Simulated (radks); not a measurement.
Valence configurations of Hg3+ (all share [Xe]). All-electron calculation, scalar-relativistic Kohn-Sham, SCAN, spin-unpolarised, spherical densities, finite nucleus; meta-GGA in the generalised Kohn-Sham scheme; Fermi nuclear charge, rms radius 5.4648 fm. Program: a radial shooting solver on a logarithmic mesh with Libxc functionals. Energies are relative to 4f14 5d9; eigenvalues in eV.

| valence | E (eV) | e(4f) | e(5d) | e(6p) | e(6s) |
|---|---|---|---|---|---|
| 4f14 5d9 | 0.000 | -131.39 | -42.745 | - | - |
| 4f14 5d8 6s1 | 9.596 | -136.07 | -45.907 | - | -35.817 |
| 4f14 5d8 6p1 | 20.504 | -137.68 | -47.374 | -25.702 | - |
| 4f14 5d7 6s2 | 20.099 | -140.80 | -48.985 | - | -37.932 |
| 4f14 5d7 6s1 6p1 | 31.844 | -142.41 | -50.484 | -27.072 | -38.711 |
| 4f14 5d8.5 6s0.5 | 4.670 | -133.72 | -44.332 | - | -34.719 |
| 4f13 5d9 6s1 | 105.13 | -148.69 | -47.865 | - | -36.178 |
| 4f13 5d7 6s1 6p2 | 155.61 | -161.69 | -57.214 | -29.444 | -41.912 |
| 4f13 5d8 6s1 6p1 | 129.14 | -155.20 | -52.593 | -27.359 | -39.130 |
| 4f13.5 5d9 6p0.5 | 56.050 | -140.78 | -46.029 | -24.711 | - |

NIST lists [Xe] 4f14 5d9 as the ground configuration; this level of theory agrees among the configurations tried. The energies are those of spherical spin-averaged densities, not of single terms.
